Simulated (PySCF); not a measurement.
PySCF input for silane (H4Si), SMILES [SiH4], ADC(2)/aug-cc-pVDZ. Geometry: TPSSh-D3(BJ)/def2-TZVPD.

```python
import numpy as np
from pyscf import gto, scf, dft, adc

mol = gto.M(
    atom='''
    Si    0.00000000   -0.00000000    0.00000000
    H     0.85482363   -0.85482362   -0.85482363
    H    -0.85482363   -0.85482363    0.85482362
    H    -0.85482363    0.85482363   -0.85482363
    H     0.85482363    0.85482362    0.85482363
    ''',
    basis='aug-cc-pVDZ',
    charge=0,
    spin=0,
    max_memory=2000,
    verbose=4,
)
mf = scf.RHF(mol)
mf.conv_tol = 1e-10
mf.max_cycle = 100
mf.kernel()
res = {}
for kind, nroots in (('ee', 6), ('ip', 6), ('ea', 2)):
    a = adc.ADC(mf).density_fit('aug-cc-pvdz-ri')
    a.method, a.method_type = 'adc(2)', kind
    e, v, p, x = a.kernel(nroots=nroots)
    res[kind] = (e * 27.211386245988, p)
for kind, (e, p) in res.items():
    print(kind, 'energies / eV', np.round(e, 3), 'strengths', np.round(p, 4))
```

It prints:

```
PySCF version 2.14.0

[INPUT] verbose = 4
[INPUT] num. atoms = 5
[INPUT] num. electrons = 18
[INPUT] charge = 0
[INPUT] spin (= nelec alpha-beta = 2S) = 0
[INPUT] symmetry False subgroup None
[INPUT] Mole.unit = angstrom
[INPUT] Symbol           X                Y                Z      unit          X                Y                Z       unit  Magmom
[INPUT]  1 Si     0.000000000000   0.000000000000   0.000000000000 AA    0.000000000000   0.000000000000   0.000000000000 Bohr   0.0
[INPUT]  2 H      0.854823630000  -0.854823620000  -0.854823630000 AA    1.615382545507  -1.615382526609  -1.615382545507 Bohr   0.0
[INPUT]  3 H     -0.854823630000  -0.854823630000   0.854823620000 AA   -1.615382545507  -1.615382545507   1.615382526609 Bohr   0.0
[INPUT]  4 H     -0.854823630000   0.854823630000  -0.854823630000 AA   -1.615382545507   1.615382545507  -1.615382545507 Bohr   0.0
[INPUT]  5 H      0.854823630000   0.854823620000   0.854823630000 AA    1.615382545507   1.615382526609   1.615382545507 Bohr   0.0

nuclear repulsion = 21.3280350309441
number of shells = 28
number of NR pGTOs = 94
number of NR cGTOs = 63
basis = aug-cc-pVDZ
ecp = {}


[settings echo left out]
init E= -290.855690460724
  HOMO = -0.402897403709639  LUMO = 0.0311831898214843  gap/eV = 11.81193
cycle= 1 E= -291.227533880953  delta_E= -0.372  |g|= 0.166  |ddm|= 1.16
  HOMO = -0.496604052769465  LUMO = 0.0355694557874098  gap/eV = 14.48118
cycle= 2 E= -291.241911077582  delta_E= -0.0144  |g|= 0.0417  |ddm|= 0.371
  HOMO = -0.481717520058751  LUMO = 0.0372559810365365  gap/eV = 14.12199
cycle= 3 E= -291.243139339763  delta_E= -0.00123  |g|= 0.00884  |ddm|= 0.19
  HOMO = -0.484642497200349  LUMO = 0.0372418041547413  gap/eV = 14.20120
cycle= 4 E= -291.243192891368  delta_E= -5.36e-05  |g|= 0.00134  |ddm|= 0.0383
  HOMO = -0.484833990621252  LUMO = 0.0372357103684648  gap/eV = 14.20624
cycle= 5 E= -291.243194579124  delta_E= -1.69e-06  |g|= 0.00022  |ddm|= 0.00478
  HOMO = -0.484813504867718  LUMO = 0.0372364183753304  gap/eV = 14.20570
cycle= 6 E= -291.243194625588  delta_E= -4.65e-08  |g|= 1.74e-05  |ddm|= 0.000926
  HOMO = -0.484815827544724  LUMO = 0.0372357688868683  gap/eV = 14.20575
cycle= 7 E= -291.243194625813  delta_E= -2.25e-10  |g|= 9.84e-07  |ddm|= 0.000122
  HOMO = -0.484816003451231  LUMO = 0.0372357327619168  gap/eV = 14.20575
cycle= 8 E= -291.243194625814  delta_E= -3.41e-13  |g|= 1e-07  |ddm|= 9.17e-06
  HOMO = -0.484816021432833  LUMO = 0.0372357296631374  gap/eV = 14.20575
Extra cycle  E= -291.243194625814  delta_E= 2.27e-13  |g|= 2.47e-08  |ddm|= 8.74e-07
converged SCF energy = -291.243194625814

******** <class 'pyscf.adc.radc.RADC'> ********
******** ADC Orbital Information ********
Number of Frozen Occupied Orbitals: 0
Number of Frozen Virtual Orbitals: 0
Number of Active Occupied Orbitals: 9
Number of Active Virtual Orbitals: 54
*****************************************
******** <class 'pyscf.df.df.DF'> ********
auxbasis = aug-cc-pvdz-ri
Reference correlation energy (doubles): -0.13134074
MP2 correlation energy of reference state (a.u.) = -0.13134074

******** <class 'pyscf.adc.radc_ee.RADCEE'> ********
max_space = 12
max_cycle = 50
conv_tol = 1e-08

*************************************************************
        ADC calculation summary (singlet states only)
*************************************************************
adc(2) root 0  |  Energy (Eh) =   0.3490453903  |  Energy (eV) =   9.49800885  |  Osc. strength = 0.19473092  |  conv = True
adc(2) root 1  |  Energy (Eh) =   0.3490453913  |  Energy (eV) =   9.49800888  |  Osc. strength = 0.19473085  |  conv = True
adc(2) root 2  |  Energy (Eh) =   0.3490453913  |  Energy (eV) =   9.49800888  |  Osc. strength = 0.19473104  |  conv = True
adc(2) root 3  |  Energy (Eh) =   0.3532842816  |  Energy (eV) =   9.61335496  |  Osc. strength = 0.00000000  |  conv = True
adc(2) root 4  |  Energy (Eh) =   0.3532842840  |  Energy (eV) =   9.61335503  |  Osc. strength = 0.00000000  |  conv = True
adc(2) root 5  |  Energy (Eh) =   0.3532842840  |  Energy (eV) =   9.61335503  |  Osc. strength = 0.00000000  |  conv = True

******** <class 'pyscf.adc.radc.RADC'> ********
******** ADC Orbital Information ********
Number of Frozen Occupied Orbitals: 0
Number of Frozen Virtual Orbitals: 0
Number of Active Occupied Orbitals: 9
Number of Active Virtual Orbitals: 54
*****************************************
******** <class 'pyscf.df.df.DF'> ********
auxbasis = aug-cc-pvdz-ri
Reference correlation energy (doubles): -0.13134074
MP2 correlation energy of reference state (a.u.) = -0.13134074

******** <class 'pyscf.adc.radc_ip.RADCIP'> ********
max_space = 12
max_cycle = 50
conv_tol = 1e-08

*************************************************************
        ADC calculation summary (doublet states only)
*************************************************************
adc(2) root 0  |  Energy (Eh) =   0.4650604986  |  Energy (eV) =  12.65494075  |  Spec. factor = 1.86745308  |  conv = True
adc(2) root 1  |  Energy (Eh) =   0.4650604996  |  Energy (eV) =  12.65494078  |  Spec. factor = 1.86745308  |  conv = True
adc(2) root 2  |  Energy (Eh) =   0.4650605000  |  Energy (eV) =  12.65494079  |  Spec. factor = 1.86745308  |  conv = True
adc(2) root 3  |  Energy (Eh) =   0.6893287516  |  Energy (eV) =  18.75759075  |  Spec. factor = 1.79902209  |  conv = True
adc(2) root 4  |  Energy (Eh) =   1.0068679518  |  Energy (eV) =  27.39827251  |  Spec. factor = 0.00000348  |  conv = True
adc(2) root 5  |  Energy (Eh) =   1.0068685890  |  Energy (eV) =  27.39828985  |  Spec. factor = 0.00001586  |  conv = True

******** <class 'pyscf.adc.radc.RADC'> ********
******** ADC Orbital Information ********
Number of Frozen Occupied Orbitals: 0
Number of Frozen Virtual Orbitals: 0
Number of Active Occupied Orbitals: 9
Number of Active Virtual Orbitals: 54
*****************************************
******** <class 'pyscf.df.df.DF'> ********
auxbasis = aug-cc-pvdz-ri
Reference correlation energy (doubles): -0.13134074
MP2 correlation energy of reference state (a.u.) = -0.13134074

******** <class 'pyscf.adc.radc_ea.RADCEA'> ********
max_space = 12
max_cycle = 50
conv_tol = 1e-08

*************************************************************
        ADC calculation summary (doublet states only)
*************************************************************
adc(2) root 0  |  Energy (Eh) =   0.0298991887  |  Energy (eV) =   0.81359837  |  Spec. factor = 1.98095444  |  conv = True
adc(2) root 1  |  Energy (Eh) =   0.0546996857  |  Energy (eV) =   1.48845426  |  Spec. factor = 1.98345970  |  conv = True
ee energies / eV [9.498 9.498 9.498 9.613 9.613 9.613] strengths [0.1947 0.1947 0.1947 0.     0.     0.    ]
ip energies / eV [12.655 12.655 12.655 18.758 27.398 27.398] strengths [1.8675 1.8675 1.8675 1.799  0.     0.    ]
ea energies / eV [0.814 1.488] strengths [1.981  1.9835]
```

Self-consistency was reached.

Cost: roughly 30 core-seconds.
